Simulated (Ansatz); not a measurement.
CH₃AlOS, SMILES `C1[O][AlH][S]1`. Charge 0, multiplicity 1.

Cartesian coordinates in Å:
```
C -0.7378 -0.5027 0.4011
O -0.7031 0.7690 -0.1978
Al 0.9791 0.7504 -0.5710
S 1.0003 -1.2050 0.3331
H -1.3984 -1.1814 -0.1428
H -1.0371 -0.4413 1.4496
H 1.8970 1.8111 -1.2723
```

Problem. List the harmonic frequencies (cm⁻¹, unscaled) at PBE0-D4/def2-TZVP in Ansatz. (Best estimate.)

Solution. Ansatz gave: 239, 415, 465, 518, 571, 686, 817, 942, 1052, 1199, 1292, 1502, 1997, 3059, 3119.

Problem. Is this a minimum?

Solution. Yes, all 15 modes are real.

Problem. Give the ideal-gas thermochemistry at 298.15 K and 1 bar (rigid rotor, harmonic oscillator; point group Cs, symmetry number 1).

Solution. Zero-point energy 106.9 kJ/mol; H(298) − E = 121.4 kJ/mol; entropy 293.4 J/(mol·K), of which translation 165.0, rotation 105.9, vibration 22.5; G(298) − E = 33.9 kJ/mol.

Problem. Rotational constants (cm⁻¹)?

Solution. 0.2587, 0.176, 0.1069.
